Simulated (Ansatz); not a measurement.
Frontier orbitals of `C[O][SnH]([F])[Cl]`.

```xyz
9

C    -0.626   -0.801    1.089
O    -0.554    0.532    0.617
Sn    0.503    0.993   -0.932
F     2.311    0.555   -0.499
Cl   -0.030   -0.448   -2.651
H    -1.347   -0.816    1.909
H     0.339   -1.150    1.469
H    -0.972   -1.494    0.314
H     0.376    2.629   -1.316
```

The species carries charge 0 and has multiplicity 1. Correlated methods include outer-core shells of Sn, which these sets cover unevenly. Sn: def2 effective core potential. The geometry is a stationary point of PBE0-D4/def2-TZVP. It is one conformer, not always the lowest. Basis def2-TZVPP, Ansatz 0.2.0.

```tsv
functional	HOMO (eV)	LUMO (eV)	gap (eV)
PBE	-6.87	-2.60	4.27
PBE0	-8.47	-1.63	6.84
r2SCAN0	-8.71	-1.48	7.23
BHLYP	-10.03	-0.64	9.39
LC-ωPBE	-11.29	0.71	12.00
ωB97X-V	-10.96	0.57	11.53
ωB97M-V	-10.88	0.41	11.29
```

Against PBE, PBE0 changes HOMO and LUMO by −1.60 and +0.97 eV, ωB97M-V by −4.01 and +3.01 eV. A gap of 4.26 eV thus becomes 11.29 eV for the same molecule, so an orbital gap means little without its functional. A positive LUMO is unbound and depends on the basis.

LC-ωPBE has ω = 0.4 bohr⁻¹.
